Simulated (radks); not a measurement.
Ionisation of neutral nickel, [Ar] 3d8 4s2, to [Ar] 3d9 as the strength of local exchange is varied. Method: non-relativistic Kohn-Sham, Slater X-alpha exchange (alpha = 2/3 is LDA exchange), no correlation, spin-polarised, spherical densities, point nucleus; open shells are filled with parallel spins first; computed with a radial shooting solver on a logarithmic mesh with Libxc functionals.

| alpha | E(Ni) (hartree) | exchange (hartree) | IE (eV) | -e of the level emptied (eV) | <r> of it (bohr) |
|---|---|---|---|---|---|
| 0.558 | -1493.80139 | -48.04126 | 6.384 | 3.923 (4s) | 3.030 |
| 0.667 | -1503.21699 | -57.80727 | 6.157 | 4.542 (4s) | 2.945 |
| 0.717 | -1507.55691 | -62.32825 | 6.021 | 4.839 (4s) | 2.908 |
| 0.754 | -1510.77687 | -65.69037 | 5.907 | 5.063 (4s) | 2.881 |
| 0.821 | -1516.62579 | -71.81436 | 5.671 | 5.481 (4s) | 2.833 |
| 0.943 | -1527.33604 | -83.08356 | 5.144 | 6.277 (4s) | 2.751 |
| 0.967 | -1529.45206 | -85.31833 | 5.025 | 6.439 (4s) | 2.735 |
| 1.014 | -1533.60459 | -89.71170 | 4.779 | 6.761 (4s) | 2.705 |

NIST Atomic Spectra Database: 7.640 eV (measured). The central value is not met in this range of alpha. Open shells are spherical and high-spin; term and fine-structure splittings are not resolved.
